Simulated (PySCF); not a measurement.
Highest occupied level (eV) of eight silicon and germanium compounds: PBE beside M06-2X, computed with PySCF for isolated molecules in the bases named; differences from unrounded values. The eight are the first of their class met in an unordered collection, after screening for sound electronic states; none was chosen by its value. Each molecule has one DFT geometry for both levels.

```
molecule                                                   basis  M06-2X
-----------------------------------------------------  ---------  ------
FH3O2SeSi, SMILES O[Si](O)(F)[SeH]                     def2-TZVP   -8.59
C2H5ClOSi2, SMILES O[Si@H]1C(Cl)=C[SiH2]1              def2-TZVP   -8.65
3-ethenylsiletane (C5H10Si), SMILES C=CC1C[SiH2]C1     def2-TZVP   -8.44
Si(F)(Cl)(Me)(OH) (CH₄ClFOSi), SMILES [Si](O)(Cl)(F)C  def2-TZVP  -10.66
SiHFBr2, SMILES F[SiH](Br)Br                           def2-TZVP  -10.05
C2H3ClF2Si, SMILES F/C=C(/F)[SiH2]Cl                   def2-TZVP   -9.10
Si(OH)4 (H₄O₄Si), SMILES O[Si](O)(O)O                  def2-TZVP  -11.01
C₃H₄ClFSi, SMILES C#C[Si@H](Cl)CF                      def2-TZVP   -9.65
```

Q: Estimate the PBE values and say how PBE differs from M06-2X over the set. (Estimate from the structure and the level; the computed values follow.)

A: 
| molecule | PBE | difference |
|---|---|---|
| FH3O2SeSi, SMILES O[Si](O)(F)[SeH] | -6.24 | 2.35 |
| C2H5ClOSi2, SMILES O[Si@H]1C(Cl)=C[SiH2]1 | -6.41 | 2.24 |
| 3-ethenylsiletane (C5H10Si), SMILES C=CC1C[SiH2]C1 | -6.21 | 2.23 |
| Si(F)(Cl)(Me)(OH) (CH₄ClFOSi), SMILES [Si](O)(Cl)(F)C | -7.74 | 2.93 |
| SiHFBr2, SMILES F[SiH](Br)Br | -7.56 | 2.49 |
| C2H3ClF2Si, SMILES F/C=C(/F)[SiH2]Cl | -6.47 | 2.64 |
| Si(OH)4 (H₄O₄Si), SMILES O[Si](O)(O)O | -7.39 | 3.62 |
| C₃H₄ClFSi, SMILES C#C[Si@H](Cl)CF | -7.08 | 2.57 |
PBE lies below M06-2X in 0 and above it in 8 of the eight; the mean signed difference is 2.63 and the largest 3.62 eV.
